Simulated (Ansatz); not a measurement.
Mulliken charges of `NC(=S)[TeH]` from r2SCAN/def2-TZVPP in Ansatz (PBE0-D4/def2-TZVP geometry).

```json
{"atom": "N1", "x (Å)": "-0.562", "y (Å)": "0.831", "z (Å)": "0.690", "charge (e)": "-0.237"}
{"atom": "C2", "x (Å)": "0.051", "y (Å)": "-0.251", "z (Å)": "0.195", "charge (e)": "0.093"}
{"atom": "S3", "x (Å)": "0.365", "y (Å)": "-1.598", "z (Å)": "1.055", "charge (e)": "-0.301"}
{"atom": "Te4", "x (Å)": "0.574", "y (Å)": "-0.005", "z (Å)": "-1.865", "charge (e)": "0.070"}
{"atom": "H5", "x (Å)": "-0.850", "y (Å)": "0.815", "z (Å)": "1.656", "charge (e)": "0.191"}
{"atom": "H6", "x (Å)": "-0.750", "y (Å)": "1.655", "z (Å)": "0.144", "charge (e)": "0.171"}
{"atom": "H7", "x (Å)": "1.233", "y (Å)": "-1.515", "z (Å)": "-1.920", "charge (e)": "0.013"}
```

Question: By hand: the dipole of these point charges (1 e Å = 4.8032 D).

Answer: Σ q r = (-0.206, 0.679, -0.278) e Å, of length 0.762 e Å = 3.66 D.

Question: How does the dipole of the full density compare? (Estimate.)

Answer: The calculation gave: (-0.250, 0.671, -0.124) e Å, 3.49 D; the point charges give 1.05 times that, at 12° from its direction.

Point charges leave out the atoms' own dipoles, such as those of lone pairs, and Mulliken's split depends on the basis, so the close match here is no proof of good charges.
